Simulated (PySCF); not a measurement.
PySCF 2.14 output of an unrestricted r2SCAN calculation on a single atom or ion in cc-pVDZ-PP with ECP10MDF (4s3p2d, 23 functions), with scalar relativity through the core potential:

```
SCF conv_tol = 1e-09
number electrons alpha = 10  beta = 10
    J. W. Furness, A. D. Kaplan, J. Ning, J. P. Perdew, and J. Sun.,  J. Phys. Chem. Lett. 11, 8208-8215 (2020)
    J. W. Furness, A. D. Kaplan, J. Ning, J. P. Perdew, and J. Sun.,  J. Phys. Chem. Lett. 11, 9248-9248 (2020)
    J. W. Furness, A. D. Kaplan, J. Ning, J. P. Perdew, and J. Sun.,  J. Phys. Chem. Lett. 11, 8208-8215 (2020)
    J. W. Furness, A. D. Kaplan, J. Ning, J. P. Perdew, and J. Sun.,  J. Phys. Chem. Lett. 11, 9248-9248 (2020)
cycle= 1 E= -293.523195814902  delta_E= -0.00678  |g|= 0.0419  |ddm|= 0.301
cycle= 2 E= -293.52371148006  delta_E= -0.000516  |g|= 0.0181  |ddm|= 0.0998
cycle= 3 E= -293.523818409428  delta_E= -0.000107  |g|= 0.000285  |ddm|= 0.0162
cycle= 4 E= -293.52381849259  delta_E= -8.32e-08  |g|= 2.84e-06  |ddm|= 0.00212
cycle= 5 E= -293.523818492596  delta_E= -6.31e-12  |g|= 1.26e-07  |ddm|= 1.7e-05
converged SCF energy = -293.523818492596  <S^2> = -5.3290705e-15  2S+1 = 1
```

The run itself started from symmetry-adapted Hartree-Fock orbitals and held the occupation by maximum overlap, on a logarithmic radial grid, so the iterations belong to that start.

Question: Which element, charge and spin multiplicity is this?

Answer: Ge²⁺ (germanium, charge +2), multiplicity 1; the state was [Ar] 3d10 4s2, closed-shell 1S.

Energies and moments cover only the electrons outside the core potential.
